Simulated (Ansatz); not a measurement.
The lowest singlet and triplet of H2P (SMILES [PH2+]); geometries from B3LYP-D3(BJ)/def2-TZVP, each state relaxed from the structure named, with no frequency check.
Singlet (charge 1, multiplicity 1):
```xyz
3

P      0.000     0.117     0.000
H     -1.023    -0.879     0.000
H      1.029    -0.872     0.000
```
Triplet (charge 1, multiplicity 3):
```xyz
3

P     -0.0002     0.0811     0.0000
H     -1.2361    -0.6117     0.0000
H      1.2394    -0.6049     0.0000
```

```
level                                         gap E(singlet) − E(triplet), adiabatic (kcal/mol)  cost
--------------------------------------------  -------------------------------------------------  ----
R-HF/cc-pV(D+d)Z                                                                          -0.87     -
U-HF/cc-pV(D+d)Z (spin-contaminated)                                                      -3.44     -
R-HF/cc-pV(T+d)Z                                                                          -0.63     -
U-HF/cc-pV(T+d)Z (spin-contaminated)                                                      -3.73     -
R-HF/cc-pV(Q+d)Z                                                                          -0.57     -
R-PBE/def2-TZVPP                                                                         -12.67    ×1
U-PBE/def2-TZVPP                                                                         -12.67    ×3
R-r2SCAN/def2-TZVPP                                                                       -6.79    ×2
U-r2SCAN/def2-TZVPP (spin-contaminated)                                                   -7.87    ×4
R-PBE0/def2-TZVPP                                                                        -11.27    ×1
U-wB97X-V/def2-TZVPP                                                                     -18.25    ×6
R-wB97M-V/def2-TZVPP                                                                     -20.32    ×3
U-B2PLYP/def2-TZVPP (spin-contaminated)                                                  -15.44    ×3
U-MP2/cc-pV(D+d)Z (spin-contaminated)                                                     -8.12     -
R-MP2/cc-pV(T+d)Z                                                                        -13.53     -
U-MP2/cc-pV(Q+d)Z (spin-contaminated)                                                     -9.73     -
R-SCS-MP2/cc-pV(D+d)Z                                                                    -15.62     -
R-SCS-MP2/cc-pV(T+d)Z                                                                    -18.59     -
R-SCS-MP2/cc-pV(Q+d)Z                                                                    -19.70     -
U-SCS-MP2/cc-pV(Q+d)Z (spin-contaminated)                                                -13.70     -
R-CCSD/cc-pV(D+d)Z                                                                       -15.74     -
U-CCSD/cc-pV(D+d)Z (spin-contaminated)                                                   -15.49     -
R-CCSD/cc-pV(T+d)Z                                                                       -17.15     -
R-CCSD/cc-pV(Q+d)Z                                                                       -17.54     -
U-CCSD/cc-pV(Q+d)Z (spin-contaminated)                                                   -17.16     -
U-CCSD(T)/cc-pV(D+d)Z (spin-contaminated)                                                -15.76    ×1
R-CCSD(T)/cc-pV(T+d)Z                                                                    -17.46    ×2
R-CCSD(T)/cc-pV(Q+d)Z                                                                    -17.85   ×10
U-CCSD(T)/cc-pV(Q+d)Z (spin-contaminated)                                                -17.61   ×20
R-CCSDT/cc-pV(D+d)Z                                                                      -15.94     -
R-CCSDT/cc-pV(T+d)Z                                                                      -17.43     -
SA-CASSCF(6,6)/cc-pV(D+d)Z                                                               -13.19     -
SA-CASSCF(6,6)/cc-pV(Q+d)Z                                                               -14.32     -
SC-NEVPT2 on SA-CASSCF(6,6)/cc-pV(D+d)Z                                                  -15.92     -
SC-NEVPT2 on SA-CASSCF(6,6)/cc-pV(T+d)Z                                                  -18.00     -
FIC-NEVPT4(SD) on SA-CASSCF(6,6)/cc-pV(D+d)Z                                             -16.22     -
FIC-NEVPT4(SD) on SA-CASSCF(6,6)/cc-pV(Q+d)Z                                             -18.65     -
FIC-MRCISD+Q on SA-CASSCF(6,6)/cc-pV(D+d)Z                                               -16.17     -
FIC-MRCISD+Q on SA-CASSCF(6,6)/cc-pV(Q+d)Z                                               -18.47     -
FCI/cc-pV(D+d)Z                                                                          -16.01   ×20
```

The rows run from -20.32 (R-wB97M-V/def2-TZVPP) to -0.57 kcal/mol (R-HF/cc-pV(Q+d)Z). In cc-pV(Q+d)Z (spin-contaminated) the value moves U-MP2 -9.73, U-CCSD -17.16, U-CCSD(T) -17.61, a shift of -7.87 from U-MP2 to U-CCSD(T). From cc-pV(D+d)Z (spin-contaminated) to cc-pV(Q+d)Z (spin-contaminated) U-CCSD(T) changes by -1.84. The 4 R-functionals in def2-TZVPP without D3 or D4 span 13.53, from R-wB97M-V to R-r2SCAN.

A positive gap puts the triplet lower; no zero-point energy. R- takes a restricted singlet. U- takes an unrestricted singlet (broken symmetry where lower, unprojected). The triplet is unrestricted in single-reference levels. Active spaces average the two states.

Frozen-core correlation.

Doubts at one or more of the structures used: a restricted determinant that unrestricted orbitals would lower (R-HF/cc-pV(D+d)Z, R-HF/cc-pV(T+d)Z, R-HF/cc-pV(Q+d)Z, R-r2SCAN/def2-TZVPP, R-PBE0/def2-TZVPP, R-MP2/cc-pV(T+d)Z, R-SCS-MP2/cc-pV(D+d)Z, R-SCS-MP2/cc-pV(T+d)Z, R-SCS-MP2/cc-pV(Q+d)Z, R-CCSD/cc-pV(D+d)Z, R-CCSD/cc-pV(T+d)Z, R-CCSD/cc-pV(Q+d)Z, R-CCSD(T)/cc-pV(T+d)Z, R-CCSD(T)/cc-pV(Q+d)Z, R-CCSDT/cc-pV(D+d)Z, R-CCSDT/cc-pV(T+d)Z); T1 above 0.05 (U-CCSD/cc-pV(D+d)Z (spin-contaminated), U-CCSD/cc-pV(Q+d)Z (spin-contaminated), U-CCSD(T)/cc-pV(D+d)Z (spin-contaminated), U-CCSD(T)/cc-pV(Q+d)Z (spin-contaminated)).

The values were computed with Ansatz (Gaussian orbitals). 

Costs are rough ratios of core time to R-PBE/def2-TZVPP (about 1.5 s over the structures, on one shared machine); a dash marks a level with no comparable run of its own.

Ansatz is a first-principles code.
